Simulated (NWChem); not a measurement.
**Basis-set convergence for CH4Si**

```xyz
6

Si    -0.5321     0.5531     0.0000
H      0.6128     1.6038     0.0000
C      0.6660    -0.9418     0.0000
H      0.1579    -1.9261     0.0000
H      1.3417    -0.8851     0.8844
H      1.3417    -0.8851    -0.8844
```
Charge 0, spin multiplicity 1.

Everything below was run with NWChem. All single points use one geometry, from PBE/def2-SVP, a minimum by its harmonic frequencies.

Quantity: dipole moment at the level B3LYP.

B3LYP has NWChem's definition, with VWN1-RPA local correlation. The Pople sets run with spherical d functions. The structure started from a generated list of species.

```json
[
 {"basis": "STO-3G", "functions": "18", "dipole moment (D)": "…"},
 {"basis": "3-21G", "functions": "30", "dipole moment (D)": "…"},
 {"basis": "6-31G*", "functions": "40", "dipole moment (D)": "1.21"},
 {"basis": "6-31+G*", "functions": "48", "dipole moment (D)": "1.06"},
 {"basis": "def2-SVP", "functions": "52", "dipole moment (D)": "1.05"},
 {"basis": "cc-pVDZ", "functions": "52", "dipole moment (D)": "1.06"},
 {"basis": "def2-SVPD", "functions": "76", "dipole moment (D)": "1.00"},
 {"basis": "aug-cc-pVDZ", "functions": "86", "dipole moment (D)": "1.01"},
 {"basis": "def2-TZVP", "functions": "92", "dipole moment (D)": "…"},
 {"basis": "cc-pVTZ", "functions": "120", "dipole moment (D)": "0.98"}
]
```

### Question
What belongs in the gaps?

### Answer

- STO-3G, dipole moment (D): 0.12
- 3-21G, dipole moment (D): 1.32
- def2-TZVP, dipole moment (D): 0.95
